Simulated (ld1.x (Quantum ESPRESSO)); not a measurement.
## An all-electron radial function and its pseudo partner (cobalt (Co))

Columns: radius, all-electron u(r) and pseudo u(r) of the 3s shell (level -104.19 eV) of cobalt in the configuration [Ne] 3s2 3p6 3d7 4s1.75 4p0; PBEsol, scalar-relativistic, ultrasoft scheme, ld1.x (Quantum ESPRESSO) 7.5.

| r (bohr) | all-electron | pseudo |
| --- | --- | --- |
| 0.082 | -0.1044 | 0.3385 |
| 0.165 | -0.6711 | 0.6592 |
| 0.248 | -0.4328 | 0.9380 |
| 0.330 | 0.1166 | 1.1571 |
| 0.413 | 0.6431 | 1.3123 |
| 0.495 | 1.0074 | 1.3965 |
| 0.578 | 1.2066 | 1.4152 |
| 0.660 | 1.2689 | 1.3764 |
| 0.742 | 1.2393 | 1.2933 |
| 0.825 | 1.1528 | 1.1785 |
| 0.908 | 1.0372 | 1.0479 |
| 0.990 | 0.9127 | 0.9159 |
| 1.072 | 0.7895 | 0.7898 |
| 1.155 | 0.6727 | 0.6727 |
| 1.238 | 0.5672 | 0.5672 |
| 1.320 | 0.4754 | 0.4754 |
| 1.402 | 0.3959 | 0.3959 |
| 1.485 | 0.3273 | 0.3273 |
| 1.568 | 0.2693 | 0.2693 |
| 1.650 | 0.2214 | 0.2214 |
| 1.733 | 0.1810 | 0.1810 |
| 1.815 | 0.1479 | 0.1479 |
| 1.898 | 0.1203 | 0.1203 |
| 1.980 | 0.0980 | 0.0980 |
| 2.062 | 0.0797 | 0.0797 |
| 2.145 | 0.0645 | 0.0645 |

Q: How many radial nodes do the two functions have?

A: The all-electron 3s function has n − l − 1 = 2 (the table is too coarse to show those close to the nucleus); the pseudo-wave has 0, since the states of the same l below it are removed with the core.

Q: At about which radius was the pseudo-wave matched?

A: 1.15 bohr, where the columns begin to agree (steps of 0.08 bohr).

Q: Is the pseudo-wave norm-conserving?

A: No, it belongs to an ultrasoft set: the norm inside the radius is not constrained, and the difference is carried by the augmentation charge.
